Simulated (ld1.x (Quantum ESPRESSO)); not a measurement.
**Plane-wave convergence, PAW potential for Ne (Z = 10)**

```
Element                 : neon (Ne)
Generator               : ld1.x (Quantum ESPRESSO) 7.5
Type                    : PAW
Functional              : LDA (PZ)
Relativity              : scalar-relativistic
Frozen core             : [He]
Valence charge          : 8
Reference configuration : 2s2 2p6
Partial waves           : 2s (bound): rcut 0.50, rcutus 0.70 bohr; 2s channel at -0.25 Ry: rcut 0.50, rcutus 0.70 bohr; 2p (bound): rcut 1.15, rcutus 1.50 bohr; 2p channel at -0.4 Ry: rcut 1.15, rcutus 1.50 bohr
Local potential         : all-electron potential smoothed inside 0.70 bohr (lloc = -1)
Core correction         : Bessel-smoothed model core, default radius (core density twice the valence density)
Augmentation charge     : BESSEL, radius 0.50 bohr
```

The pseudo-atom Hamiltonian at the reference potential is diagonalised in spherical Bessel functions j_l(qr) that vanish at 20 bohr, with q² up to the cutoff. All-electron valence levels (Ry): 2s -2.6542, 2p -0.9946.

How do the lowest levels (Ry) of each channel move with the cutoff, and are there ghosts?

```csv
cutoff (Ry),s #1,s #2,p #1,p #2,d #1,d #2,f #1,Σ f·Δε (mRy)
8,-2.2402,0.0043,-0.2408,0.0487,0.0813,0.1974,0.1213,5350.8
15,-2.5610,-0.0005,-0.7975,0.0455,0.0813,0.1974,0.1213,1368.9
21,-2.6372,-0.0018,-0.9402,0.0451,0.0813,0.1974,0.1213,360.5
35,-2.6524,-0.0020,-0.9940,0.0449,0.0813,0.1974,0.1213,7.1
50,-2.6528,-0.0020,-0.9943,0.0449,0.0813,0.1974,0.1213,4.4
70,-2.6537,-0.0021,-0.9946,0.0449,0.0813,0.1974,0.1213,1.3
90,-2.6538,-0.0021,-0.9946,0.0449,0.0813,0.1974,0.1213,1.0
120,-2.6539,-0.0021,-0.9946,0.0449,0.0813,0.1974,0.1213,0.7
400,-2.6542,-0.0021,-0.9946,0.0449,0.0813,0.1974,0.1213,0.0
```

Result: no extra level below or beside the all-electron valence levels (s, p, d, f tested); 10 mRy is reached at 35 Ry and 1 mRy at 100 Ry.

Its largest configuration-test error is +322 meV.
